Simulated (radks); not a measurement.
The numbers below are computed, except where a source is named.
Problem. Ga23+, configuration [He] 2s2 2p3.5 3s0.5 (fractional occupations, a model configuration). Code: a radial shooting solver on a logarithmic mesh with Libxc functionals. Model: scalar-relativistic Kohn-Sham, LDA (Slater exchange, VWN5 correlation), spin-polarised, spherical densities, point nucleus; open shells are filled with parallel spins first. Some entries of the table are withheld. Estimate them.

| orbital | occ. | eigenvalue (eV) | <1/r> (bohr^-1) | <r> (bohr) |
|---|---|---|---|---|
| 1s up | 1 | -11503.22 | (1) | (2) |
| 1s down | 1 | -11485.25 | (3) | (4) |
| 2s up | 1 | -2379.104 | 7.203 | 0.2079 |
| 2s down | 1 | -2352.743 | 7.162 | 0.2087 |
| 2p up | 3 | -2251.517 | (5) | 0.1794 |
| 2p down | 0.5 | -2220.059 | (6) | 0.1804 |
| 3s up | 0.5 | -961.4356 | 2.964 | 0.4994 |
| 3s down | 0 | -948.4012 | 2.951 | 0.5018 |

Solution. 
(1) 1s up <1/r> (bohr^-1): 31.29
(2) 1s up <r> (bohr): 0.04858
(3) 1s down <1/r> (bohr^-1): 31.32
(4) 1s down <r> (bohr): 0.04852
(5) 2p up <1/r> (bohr^-1): 7.058
(6) 2p down <1/r> (bohr^-1): 7.027
